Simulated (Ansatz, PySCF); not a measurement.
Species: sum formula SiHCl$_{2}$, charge 0, multiplicity 2. It need not be the lowest isomer of its formula. 
Geometry from a B3LYP-D3(BJ)/def2-TZVP (Ansatz, a program for electronic structure) optimisation:
SMILES: Cl[SiH]Cl
```xyz
4

Cl    -0.0444    -1.6964     0.3495
Si    -0.5203     0.0665    -0.6084
Cl     0.4756     1.6440     0.2700
H     -0.0476    -0.0405    -2.0131
```
Charge 0, spin multiplicity 2.

Property: vertical ionisation energy (to the singlet state of charge +1; each state is the SCF solution reached for its spin), in eV. Correlated levels leave the core frozen unless marked. UHF or UKS for open shells. Spin-orbit coupling is left out. Non-relativistic. Basis-set limits of correlation are two-point, X^-3; Hartree-Fock from the larger set. [CCSD(T)-MP2]/basis is that difference in the basis named.

```json
[
 {"level": "SVWN5/def2-TZVPD", "program": "Ansatz", "vertical ionisation energy (eV)": "8.82"},
 {"level": "PBE/def2-TZVPD", "program": "Ansatz", "vertical ionisation energy (eV)": "8.82"},
 {"level": "r2SCAN/def2-TZVPD", "program": "Ansatz", "vertical ionisation energy (eV)": "…"},
 {"level": "B3LYP/def2-TZVPD", "program": "Ansatz", "vertical ionisation energy (eV)": "…"},
 {"level": "PBE0/def2-TZVPD", "program": "Ansatz", "vertical ionisation energy (eV)": "9.07"},
 {"level": "BHLYP/def2-TZVPD", "program": "Ansatz", "vertical ionisation energy (eV)": "9.13"},
 {"level": "M06-2X/def2-TZVPD", "program": "PySCF", "vertical ionisation energy (eV)": "9.13"},
 {"level": "CAM-B3LYP/def2-TZVPD", "program": "Ansatz", "vertical ionisation energy (eV)": "…"},
 {"level": "B2PLYP/def2-TZVPD", "program": "Ansatz", "vertical ionisation energy (eV)": "…"},
 {"level": "SCS-MP2/aug-cc-pV(T+d)Z", "program": "Ansatz", "vertical ionisation energy (eV)": "8.91"},
 {"level": "CCSD/aug-cc-pV(T+d)Z", "program": "Ansatz", "vertical ionisation energy (eV)": "9.02"},
 {"level": "RI-MP2/CBS(aug-cc-pV(T+d)Z,aug-cc-pV(Q+d)Z)+[CCSD(T)-MP2]/aug-cc-pV(T+d)Z", "program": "Ansatz", "vertical ionisation energy (eV)": "9.02"}
]
```

Problem. Some entries are withheld; supply them.

Solution. 
- r2SCAN/def2-TZVPD, vertical ionisation energy (eV): 9.06
- B3LYP/def2-TZVPD, vertical ionisation energy (eV): 9.01
- CAM-B3LYP/def2-TZVPD, vertical ionisation energy (eV): 9.14
- B2PLYP/def2-TZVPD, vertical ionisation energy (eV): 8.94
